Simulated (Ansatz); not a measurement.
Relaxation of C2H10OSSi2 (16 atoms, charge 0, multiplicity 1), to a largest force component of 0.015 eV/Å in at most 40 steps.

These are results of RKS PBE/6-31G* in Ansatz, not measurements.

```xyz
16
Properties=species:S:1:pos:R:3
C 0.125 -2.956 0.707
Si 0.680 -1.302 0.036
O -0.230 0.008 0.569
C 0.280 1.343 0.211
Si -0.612 2.099 -1.329
S -0.178 2.469 1.622
H 0.701 -3.742 0.317
H 0.167 -2.921 1.781
H -0.961 -3.072 0.450
H 2.103 -1.087 0.438
H 0.612 -1.294 -1.422
H 1.313 1.398 0.101
H -0.141 3.503 -1.590
H -0.351 1.300 -2.503
H -2.095 2.164 -1.149
H -1.433 2.066 1.807
```

Problem. Where does it end, and by what steps?

Solution. The forces met the threshold. After 33 steps the energy has fallen by 0.527 eV; H11 moved furthest, 2.05 Å.

| step | energy less start (eV) | largest force component (eV/Å) | accepted |
| --- | --- | --- | --- |
| 0 | 0.0000 | 4.042 | yes |
| 2 | -0.4262 | 0.437 | yes |
| 4 | -0.4478 | 0.110 | yes |
| 6 | -0.4581 | 0.083 | yes |
| 8 | -0.4631 | 0.167 | yes |
| 10 | -0.4699 | 0.194 | yes |
| 12 | -0.4783 | 0.213 | yes |
| 14 | -0.4872 | 0.156 | yes |
| 16 | -0.4914 | 0.098 | yes |
| 18 | -0.4945 | 0.199 | yes |
| 20 | -0.5002 | 0.064 | yes |
| 22 | -0.5072 | 0.100 | yes |
| 24 | -0.5149 | 0.104 | yes |
| 26 | -0.5207 | 0.090 | yes |
| 28 | -0.5242 | 0.065 | yes |
| 30 | -0.5258 | 0.031 | yes |
| 32 | -0.5265 | 0.023 | yes |
| 33 | -0.5266 | 0.007 | yes |

```xyz
16
Properties=species:S:1:pos:R:3
C -0.014 -2.910 0.345
Si 0.857 -1.274 0.648
O -0.179 -0.070 0.039
C 0.295 1.204 -0.350
Si -1.156 2.163 -1.159
S 1.043 2.208 1.028
H 0.587 -3.745 0.745
H -0.996 -2.930 0.847
H -0.176 -3.085 -0.731
H 1.122 -1.091 2.114
H 2.167 -1.192 -0.093
H 1.148 1.122 -1.057
H -0.650 3.447 -1.743
H -1.791 1.340 -2.242
H -2.172 2.452 -0.095
H -0.106 2.339 1.747
```

The run took 65 s on 2 threads of Intel(R) Xeon(R) 6975P-C (Granite Rapids), with other jobs on the host, peak memory 0.2 GiB.
